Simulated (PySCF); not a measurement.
Species: C6H6ClF.
SMILES with atom numbers: `[F:1]/[CH:2]=[CH:3]/[CH:4]=[CH:5]/[CH:6]=[CH:7]/[Cl:8]` (hydrogens: H9 on C2; H10 on C3; H11 on C4; H12 on C5; H13 on C6; H14 on C7)

A GFN2-xTB structure was refined with PySCF 2.14.0, PBE0-D3(BJ)/def2-SVP geometry optimisation, gas phase. Its GFN2-xTB values:

| coordinate | GFN2-xTB |
| --- | --- |
| F1–C2 | 1.341 Å |
| C2=C3 | 1.331 Å |
| C2–H9 | 1.080 Å |
| C3–C4 | 1.434 Å |
| C3–H10 | 1.081 Å |
| C4=C5 | 1.345 Å |
| C4–H11 | 1.082 Å |
| C5–C6 | 1.434 Å |
| C5–H12 | 1.082 Å |
| C6=C7 | 1.335 Å |
| C6–H13 | 1.081 Å |
| C7–Cl8 | 1.713 Å |
| C7–H14 | 1.079 Å |
| F1–C2–C3 | 121.7° |
| C2–C3–C4 | 122.9° |
| C3–C4–C5 | 123.5° |
| C4–C5–C6 | 123.5° |
| C5–C6–C7 | 122.8° |
| C6–C7–Cl8 | 122.8° |

Q: How do these coordinates change at the PBE0-D3(BJ)/def2-SVP level?

A: 
```json
{"coordinate": "F1–C2", "PBE0-D3(BJ)/def2-SVP (Å or °)": "1.325", "change": "-0.016"}
{"coordinate": "C4–H11", "PBE0-D3(BJ)/def2-SVP (Å or °)": "1.097", "change": "+0.015"}
{"coordinate": "C2–H9", "PBE0-D3(BJ)/def2-SVP (Å or °)": "1.095", "change": "+0.015"}
{"coordinate": "C5–H12", "PBE0-D3(BJ)/def2-SVP (Å or °)": "1.096", "change": "+0.014"}
{"coordinate": "C6–H13", "PBE0-D3(BJ)/def2-SVP (Å or °)": "1.095", "change": "+0.014"}
{"coordinate": "C3–H10", "PBE0-D3(BJ)/def2-SVP (Å or °)": "1.095", "change": "+0.014"}
{"coordinate": "C7–H14", "PBE0-D3(BJ)/def2-SVP (Å or °)": "1.093", "change": "+0.014"}
{"coordinate": "C5–C6", "PBE0-D3(BJ)/def2-SVP (Å or °)": "1.442", "change": "+0.008"}
{"coordinate": "C6=C7", "PBE0-D3(BJ)/def2-SVP (Å or °)": "1.343", "change": "+0.008"}
{"coordinate": "C2=C3", "PBE0-D3(BJ)/def2-SVP (Å or °)": "1.339", "change": "+0.008"}
{"coordinate": "C3–C4", "PBE0-D3(BJ)/def2-SVP (Å or °)": "1.442", "change": "+0.008"}
{"coordinate": "C4=C5", "PBE0-D3(BJ)/def2-SVP (Å or °)": "1.353", "change": "+0.008"}
{"coordinate": "C7–Cl8", "PBE0-D3(BJ)/def2-SVP (Å or °)": "1.719", "change": "+0.006"}
{"coordinate": "C3–C4–C5", "PBE0-D3(BJ)/def2-SVP (Å or °)": "124.2", "change": "+0.7"}
{"coordinate": "C6–C7–Cl8", "PBE0-D3(BJ)/def2-SVP (Å or °)": "123.5", "change": "+0.7"}
{"coordinate": "F1–C2–C3", "PBE0-D3(BJ)/def2-SVP (Å or °)": "122.1", "change": "+0.4"}
{"coordinate": "C4–C5–C6", "PBE0-D3(BJ)/def2-SVP (Å or °)": "123.9", "change": "+0.4"}
{"coordinate": "C5–C6–C7", "PBE0-D3(BJ)/def2-SVP (Å or °)": "123.1", "change": "+0.3"}
{"coordinate": "C2–C3–C4", "PBE0-D3(BJ)/def2-SVP (Å or °)": "122.9", "change": "0.0"}
```

The energy falls by 0.95 kcal/mol over 5 energy and gradient evaluations, the largest force component goes from 0.0182 to 4.3e-04 Eh/bohr, and the atoms move by 0.024 Å rms after alignment. Among the bonds, F1–C2, C2–H9 and C4–H11 change most and about equally (-0.016 to +0.015 Å). Bonds longer at the end by more than 0.005 Å: 12 of 13; shorter: 1. Rotational constants go from 20863, 374.6, 368.0 to 20748, 370.2, 363.7 MHz.

The run used 146 basis functions and 40 SCF cycles in all. On Arm Neoverse V2, one thread, shared host with 96 logical CPUs at a one-minute load of 50, this took 38 s and 0.72 GiB of memory at its peak.

Not checked by PBE0-D3(BJ)/def2-SVP frequencies. The numbers are those of one conformer.

Conformer computed: `[F:1]/[CH:2]=[CH:3]/[CH:4]=[CH:5]/[CH:6]=[CH:7]/[Cl:8]`: C2–C3–C4–C5 180°, C4–C5–C6–C7 180°.
